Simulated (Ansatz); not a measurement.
Reaction (substitution at a C–N bond): `OCN[SiH2]F` + `N[SiH2]N` → `N[SiH2]NCO` + `N[SiH2]F`

Isolated molecules relaxed with PBE0-D4/def2-TZVP in Ansatz; ΔE leaves out vibrations. CCSD(T)/CBS is the MP2 limit (def2-TZVPP, def2-QZVPP) plus CCSD(T) − MP2 in def2-TZVPP, frozen cores. This one scheme is used for every species. Functionals use def2-TZVPP. B3LYP here is the variant with VWN-RPA as its local correlation; programs differ in this. Each species was taken in one conformer, which may not be the lowest.

Question: Is it downhill or uphill in electronic energy at CCSD(T)/CBS, and by how much? (Best estimate.)

Answer: Computed: Nearly level: ΔE = 0.00 eV.

Question: What do these levels give: PBE-D4, B2PLYP, r2SCAN, PBE0, B3LYP, HF/def2-TZVPP, MP2/def2-TZVPP, CCSD/def2-TZVPP, CCSD(T)/def2-TZVPP, HF/def2-QZVPP, MP2/CBS(def2), CCSD/CBS(def2)? (An estimate is asked.)

Answer: The calculation gave: PBE-D4 0.00, B2PLYP 0.00, r2SCAN 0.00, PBE0 0.00, B3LYP 0.00, HF/def2-TZVPP 0.00, MP2/def2-TZVPP 0.00, CCSD/def2-TZVPP 0.00, CCSD(T)/def2-TZVPP 0.00, HF/def2-QZVPP 0.00, MP2/CBS(def2) 0.00, CCSD/CBS(def2) 0.00 eV.

Largest T1 diagnostic among the species: 0.011.
